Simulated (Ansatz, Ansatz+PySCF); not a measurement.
```xyz
5

Si    0.0000    0.0000    0.0000
H     0.7929    0.7929    0.7929
H     0.7929   -0.7929   -0.7929
H    -0.7929    0.7929   -0.7929
H    -0.7929   -0.7929    0.7929
```

Basis set: def2-SVP (spherical functions). Frozen core: 5 orbitals. Charge 0, multiplicity 1.

Computed with Ansatz (development build ahead of 0.2.0); each method stands on the lowest determinant of its kind that the runs found. Restricted open shells among the atoms or ions are ROHF, correlated in semicanonical orbitals with singles.

The atomization energy at this shape (free ground-state atoms in the same class of orbitals less the molecule, no zero-point energy) of singlet SiH4:

| method | atomization energy |
| --- | --- |
| RHF-CCSD(T) | 294.11 kcal/mol |
| RHF | 242.55 kcal/mol |
| UHF | 240.47 kcal/mol |

Problem. What does RHF-MP2 give?

Solution. 286.32 kcal/mol. Caution: the shape is not the minimum.
